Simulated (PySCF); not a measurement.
Working out the ionisation energy of Ti⁺

Ti⁺ [Ar] 3d2 4s1 (4F) → Ti²⁺ [Ar] 3d2 (3F). All numbers are calculated (PySCF 2.14, scalar relativity by spin-free X2C-1e, in x2c-TZVPPall (6s5p4d2f1g, 64 functions)). Frozen: [Ar]. Energies in hartree (1 hartree = 27.21139 eV):

```json
{"part": "UHF", "Ti⁺ (lower)": "-852.534891", "Ti²⁺ (upper)": "-852.059305"}
{"part": "CCSD correlation", "Ti⁺ (lower)": "-0.013860", "Ti²⁺ (upper)": "-0.005551"}
{"part": "(T)", "Ti⁺ (lower)": "-0.000084", "Ti²⁺ (upper)": "0.000000"}
```

Question: What does Hartree-Fock give?

Answer: (-852.059305) − (-852.534891) = 0.475586 hartree = 12.941 eV.

Question: What do CCSD and CCSD(T) give?

Answer: The CCSD correlation energies differ by 0.008309 hartree = 0.226 eV and the triples by 0.000084 hartree = 0.002 eV, so CCSD gives 13.167 eV and CCSD(T) 13.169 eV.

A first-order spin-orbit estimate adds -0.002 eV to CCSD(T) (valence), giving 13.167 eV against 13.575 eV (measured; NIST Atomic Spectra Database, ionization energies).

What remains against the reference includes basis incompleteness, the frozen core and higher excitations.
